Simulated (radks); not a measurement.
Charge is removed step by step from the 4s down level of As, starting from [Ar] 3d10 4s(up 1, down 1) 4p3. Method: scalar-relativistic Kohn-Sham, r2SCAN, spin-polarised, spherical densities, finite nucleus; open shells are filled with parallel spins first; meta-GGA in the generalised Kohn-Sham scheme; Fermi nuclear charge, rms radius 4.0968 fm; computed with a radial shooting solver on a logarithmic mesh with Libxc functionals.

| removed (e) | E - E(0) (eV) | eigenvalue (eV) | E minus straight line (eV) |
|---|---|---|---|
| 0 | 0.000 | -12.920 | 0.000 |
| 0.25 | 3.456 | -14.737 | -0.685 |
| 0.5 | 7.367 | -16.548 | -0.916 |
| 0.75 | 11.731 | -18.383 | -0.693 |
| 1 | 16.565 | -20.245 | 0.000 |

Removing the whole electron costs 16.565 eV by Delta-SCF, against 12.920 eV from minus the eigenvalue at the starting occupation. Slater's transition state (half an electron removed) gives 16.548 eV. Integrating minus the eigenvalue over the occupation (Janak's theorem) gives 16.562 eV. In this scalar-relativistic scheme the density is built from large components alone, so the theorem holds only approximately. The mean slope of the eigenvalue, de/dn, is 7.32 eV per electron.
